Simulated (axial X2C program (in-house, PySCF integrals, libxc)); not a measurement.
**Bond lengths and stretching modes, held linear, of SnCO**

Calculated with an axial X2C code built on PySCF integrals: two-component X2C with atomic mean-field Coulomb and Gaunt terms, Gaussian nuclei, basis Sn dyall-v3z, C dyall-v3z, O dyall-av3z with contracted cores. Spin-free rows use the one-electron spin-free X2C Hamiltonian.

Masses Sn 119.902, C 12.000, O 15.995 u. States: 2c Ω = 1 (beyond evenly filled blocks: ω = -1/2, ω = 3/2); spin-free M_S = 1, Λ = 0 (beyond evenly filled blocks: π+α, π-α).

HF, 2c: energies above the lowest point

| r(Sn–C) (Å) | r(C–O) (Å) | E (meV) |
| --- | --- | --- |
| 2.1294 | 1.1164 | 135.36 |
| 2.1294 | 1.1450 | 208.19 |
| 2.1294 | 1.1736 | 365.74 |
| 2.1840 | 1.1164 | 57.08 |
| 2.1840 | 1.1450 | 139.47 |
| 2.1840 | 1.1736 | 307.30 |
| 2.1840 | 1.2023 | 544.09 |
| 2.2386 | 1.1164 | 0.00 |
| 2.2386 | 1.1450 | 90.50 |
| 2.2386 | 1.1736 | 267.16 |
| 2.2932 | 1.1450 | 55.54 |
| 2.2932 | 1.2023 | 494.12 |

Fit a quadratic surface with cubic terms in each bond: where is the minimum, and what are the two stretching wavenumbers?

At HF, 2c: bonds 1.931 and 1.117 Å; harmonic stretches 441.0 and 2205.2 cm⁻¹; force constants 2.62, 19.8 and coupling 0.90 mdyn/Å.

The other levels and Hamiltonians give:

```tsv
Hamiltonian	level	r(Sn–C) (Å)	r(C–O) (Å)	lower stretch (cm⁻¹)	upper stretch (cm⁻¹)
2c	PBE0	2.181	1.143	306.6	2028.6
2c	PBE	2.184	1.162	319.2	1918.8
2c	MP2	2.206	1.151	267.8	1982.1
spin-free	PBE0	2.179	1.143	308.8	2029.5
spin-free	HF	2.057	1.112	370.9	2226.4
spin-free	PBE	2.182	1.162	321.2	1919.4
spin-free	MP2	2.203	1.151	271.0	1983.1
```

Each state is one determinant, the lowest of a limited PBE0 search; the stretches come from a fit to these few points and carry an uncertainty of a few per cent. Other orders of the atoms were not compared. The levels spread by more than a fifth, so the stretches depend strongly on the method. MP2 freezes inner shells (threshold -2 hartree). The molecule was held linear; bending was not examined, so a bent shape may lie lower. Open-shell Ω = 0 determinants with evenly filled partner blocks cannot be reached by this program, so the Ω shown need not be the lowest component. Note: several unpaired electrons, one determinant need not be a pure state.
